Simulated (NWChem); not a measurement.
# CH$_{4}$Cl$_{2}$SSi; SMILES C[Si](S)(Cl)Cl

```xyz
9

C      0.0086    -0.1248    -2.1140
Si     0.0015    -0.0234    -0.2616
S      0.6639     1.8476     0.5178
Cl    -1.9204    -0.2290     0.4488
Cl     1.1540    -1.5729     0.4754
H      1.0347    -0.0306    -2.5013
H     -0.3978    -1.0942    -2.4400
H     -0.6063     0.6828    -2.5383
H      1.9059     1.7269    -0.0049
```
Atoms are numbered in this order, from 1.

Program: NWChem. Geometry: optimised at PBE0/def2-SVP. Level: M05-2X/def2-SVP with SMD (1 M gas to 1 M solution), gas-phase geometry. Reactions with the solvent are ignored.

### Question
What does the run give for solvent toluene? Quantities: solvation free energy (kcal/mol); cavity-dispersion-structure term (kcal/mol); dipole in solution (D).

### Answer
```yaml
solvation free energy (kcal/mol): -5.6
cavity-dispersion-structure term (kcal/mol): -3.2
dipole in solution (D): 3.07
```
